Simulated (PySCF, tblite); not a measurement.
Isomers of C4H10OSi3. All values are computed: GFN2-xTB (tblite) harmonic vibrations without scaling, gas phase. This tight-binding method is rough: wavenumbers can miss measured ones by several per cent, in bad cases by 10 to 20. Modes of hydrogen on silicon can be 10 to 20 % off. One conformer each.

Electronic energies: PBE0/pcSseg-1 single points on the GFN2-xTB geometries (PySCF, gas phase).

| SMILES | electronic energy, lowest = 0 (kcal/mol) |
| --- | --- |
| [SiH3][SiH]([SiH3])c1ccco1 | 0.0 |
| C[Si@@H]1C=C(C=O)[Si@@H]1[SiH3] | 3.5 |
| C#C[SiH2]C([SiH3])([SiH3])C=O | 31.4 |

How do GFN2-xTB zero-point energies change the relative energies?

```
                         SMILES  ZPE (kcal/mol)  of it from modes above 1550 cm⁻¹  electronic (kcal/mol)  with ZPE, lowest = 0 (kcal/mol)  lowest mode (cm⁻¹)  rings
     [SiH3][SiH]([SiH3])c1ccco1            71.8                              38.0                    0.0                              0.0                  14      1
C[Si@@H]1C=C(C=O)[Si@@H]1[SiH3]            73.0                              41.5                    3.5                              4.7                  37      1
  C#C[SiH2]C([SiH3])([SiH3])C=O            68.1                              40.3                   31.4                             27.7                  45      0
```

The zero-point energies span 4.9 kcal/mol, from `C#C[SiH2]C([SiH3])([SiH3])C=O` to `C[Si@@H]1C=C(C=O)[Si@@H]1[SiH3]`. The order is unchanged.

And how do the electronic energies of GFN2-xTB itself compare?

`[SiH3][SiH]([SiH3])c1ccco1` 0.0; `C[Si@@H]1C=C(C=O)[Si@@H]1[SiH3]` 42.8; `C#C[SiH2]C([SiH3])([SiH3])C=O` 37.3 kcal/mol, lowest = 0. Against the energies above, taken from the same isomer `[SiH3][SiH]([SiH3])c1ccco1`, the largest difference is 39.3 kcal/mol.
